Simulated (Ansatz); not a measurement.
System: SnCl, net charge 0, doublet state. SMILES: [Cl][Sn]
Geometry: optimised at B3LYP-D3(BJ)/def2-TZVP (Ansatz, a program for electronic structure).

Wanted: atomisation energy (electronic, to ground-state atoms), in eV. Correlated levels leave the core frozen unless marked. Open shells are spin-unrestricted. No spin-orbit coupling. Frozen are the shells of the preceding noble gas and the d and f shells that filled before the atom's block. In def2 rows, elements after Kr have scalar-relativistic effective core potentials. The coupled-cluster limit lacks core correlation, which all-electron functionals hold. CBS(X,Y): correlation extrapolated as X^-3; Hartree-Fock from the larger set. [CCSD(T)-MP2]/basis is that difference in the basis named.

| level | program | atomisation energy (eV) |
|---|---|---|
| revPBE/def2-TZVPD | Ansatz | 3.91 |
| B3LYP/def2-TZVPD | Ansatz | 3.90 |
| PBE0-D4/def2-TZVP | Ansatz + dftd4 | 3.98 |
| PBE0/def2-TZVP | Ansatz | 3.95 |
| BHLYP-D3(BJ)/def2-TZVPD | Ansatz + dftd3 | 3.80 |
| r2SCAN0-D4/def2-TZVPD | Ansatz + dftd4 | 3.89 |
| LC-wPBE-D4/def2-TZVPD | Ansatz + dftd4 | 3.84 |
| B2PLYP-D3(BJ)/def2-TZVPD | Ansatz + dftd3 | 3.94 |
| B2PLYP/def2-TZVPD | Ansatz | 3.89 |
| RPA@PBE/def2-TZVPP | Ansatz | 3.30 |
| SCS-MP2/def2-SVP | Ansatz | 3.32 |
| SCS-MP2/def2-TZVPP | Ansatz | 3.76 |
| SCS-MP2/def2-QZVPP | Ansatz | 3.91 |
| SCS-MP2/def2-QZVPPD | Ansatz | 3.92 |
| CCSD/def2-SVP | Ansatz | 3.22 |
| CCSD/CBS(def2-TZVPP,def2-QZVPP) | Ansatz | 3.81 |
| CCSD(T)/def2-TZVPP | Ansatz | 3.70 |
| CCSD(T)/def2-QZVPP | Ansatz | 3.86 |
| RI-MP2/CBS(def2-TZVPP,def2-QZVPP)+[CCSD(T)-MP2]/def2-TZVPP | Ansatz | 3.93 |
| CCSD(T)/CBS(def2-TZVPP,def2-QZVPP) | Ansatz | 3.96 |
| CCSD(T)/CBS(def2-TZVPPD,def2-QZVPPD) | Ansatz | 3.95 |
